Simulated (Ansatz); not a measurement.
`[F][Hf]([F])([F])[Br]` + HBr → `[F][Hf]([F])([Br])[Br]` + H–F at 700 K and 1 bar (ligand exchange at the Hf–F bond).

Gas-phase electronic energies from Ansatz, PBE0-D4/def2-TZVP geometries. CBS: MP2 limit from def2 TZ/QZ plus the TZ coupled-cluster correction, frozen cores. This one scheme is used for every species. Elements past krypton have def2 core potentials. For Br, Hf outer-core shells are correlated without core-valence functions, which leaves a few kJ/mol of doubt a bond. Scalar relativity is left out up to krypton.

```csv
species,CCSD(T)/CBS energy (Eh),H − E (kJ/mol),S (J/(mol·K))
`[F][Hf]([F])([F])[Br]`,-2920.92444,78.7,447.9
HBr,-2573.91920,36.5,223.7
`[F][Hf]([F])([Br])[Br]`,-5394.44334,77.9,476.3
H–F,-100.39570,45.2,198.5
```

H − E and S are ideal-gas, rigid-rotor, harmonic terms from PBE0-D4/def2-TZVP. 1 Eh = 2625.50 kJ/mol, R = 8.31446 J/(mol·K).

Problem. By hand: ΔE, ΔH, ΔS and ΔG.

Solution. ΔE = (-5394.44334) + (-100.39570) − (-2920.92444) − (-2573.91920) = 0.00460 Eh = 12.1 kJ/mol. Δ(H − E) = 77.9 + 45.2 − 78.7 − 36.5 = 7.9, so ΔH = 20.0 kJ/mol. ΔS = 476.3 + 198.5 − 447.9 − 223.7 = 3.2 J/(mol·K). ΔG = 20.0 − 700 × (3.2)/1000 = 17.8 kJ/mol.

Problem. By hand: the equilibrium constant, and the temperature at which ΔG would vanish if ΔH and ΔS stayed fixed.

Solution. log₁₀ K = −ΔG/(RT ln 10) = -1.3. ΔG = 0 at ΔH/ΔS = 6250 K, far beyond where these terms or the molecules hold.

The number of gas molecules stays the same, so ΔS is small and ΔH decides. A doubt of 5 kJ/mol in ΔE shifts log₁₀ K by 0.4 here. These are equilibria of isolated gas molecules and say nothing of rates. Largest T1 diagnostic: 0.014 (customary marks: 0.02 for closed shells, 0.045 for open ones).
